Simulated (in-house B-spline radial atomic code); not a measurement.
# Cl3+: [Ne] 3s2 3p2

Method: non-relativistic LDA VWN5, spin-polarised, spherical fractional occupations, point nucleus. Calculated with a B-spline radial code for spherical atoms.

Z_r = [3n² - l(l+1)]/(2<r>); Z_e = n√(-2ε); the last column is Slater's effective charge. Values are occupation-weighted means over spin.

```json
{"shell": "1s", "electrons": "2", "ε (eV)": "-2777.5", "<r> (bohr)": "0.09165", "Z_r": "16.37", "Z_e": "14.29", "Slater": "16.70"}
{"shell": "2s", "electrons": "2", "ε (eV)": "-294.67", "<r> (bohr)": "0.4471", "Z_r": "13.42", "Z_e": "9.31", "Slater": "12.85"}
{"shell": "2p", "electrons": "6", "ε (eV)": "-236.42", "<r> (bohr)": "0.4069", "Z_r": "12.29", "Z_e": "8.34", "Slater": "12.85"}
{"shell": "3s", "electrons": "2", "ε (eV)": "-58.358", "<r> (bohr)": "1.401", "Z_r": "9.64", "Z_e": "6.21", "Slater": "7.15"}
{"shell": "3p", "electrons": "2", "ε (eV)": "-46.31", "<r> (bohr)": "1.507", "Z_r": "8.29", "Z_e": "5.53", "Slater": "7.15"}
```

The least bound orbital is 3p up at -46.31 eV, and it is also the most diffuse (<r> = 1.507 bohr).
